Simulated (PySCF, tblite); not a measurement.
C4H10NOSi2 (doublet state).
Structure used (GFN2-xTB), in Å, numbered top down from 1:
```xyz
18
C4H10NOSi2 angstrom
C     -0.1511   -2.6550   -1.3485
C      0.0662   -1.6381   -0.7331
Si     0.5910   -0.1637    0.2964
N      1.9359    0.7186   -0.3098
C      3.3013    0.2666   -0.2305
Si    -1.2267    1.2746    0.3004
O     -2.5203    0.4722    0.8418
C     -3.1659   -0.6604    0.3397
H      1.0720   -0.6714    1.5948
H      1.7970    1.3361   -1.0951
H      3.9839    1.1177   -0.1896
H      3.4236   -0.3264    0.6722
H      3.5741   -0.3587   -1.0865
H     -1.1894    2.3068    1.3281
H     -1.4678    1.8592   -1.0290
H     -3.8766   -1.0036    1.0924
H     -3.7056   -0.4118   -0.5769
H     -2.4504   -1.4563    0.1216
```

Jobs on this species (18 atoms, 77 electrons) with PySCF (density fitting) and tblite. Hardware of each: an AMD EPYC 7R43 with one thread, on a shared host. The host was shared with other jobs, so the times are rough.

```
                                                           level and settings                                                               work  basis functions  SCF cycles  wall time
UKS B3LYP, pcH-1 on C H N O Si, non-relativistic, mean-field spin-orbit, GIAO  unrestricted SCF, g, hyperfine, density and orbital grids written              320           ?          ?
                                                                     GFN2-xTB                                      Hessian by finite differences                –           –      1.3 s
                                                                     GFN2-xTB                                                  L-BFGS relaxation                –           –      2.9 s
```

Question: Fill in the missing figures.

Answer: 
- UKS B3LYP, pcH-1 on C H N O Si, non-relativistic, mean-field spin-orbit, GIAO; unrestricted SCF, g, hyperfine, density and orbital grids written: 2.7 min, 21 SCF cycles

Question: What do all jobs in the table cost together?

Answer: About 2.8 min; the longest takes about 97 % of that, and about 120 times as long as the shortest.
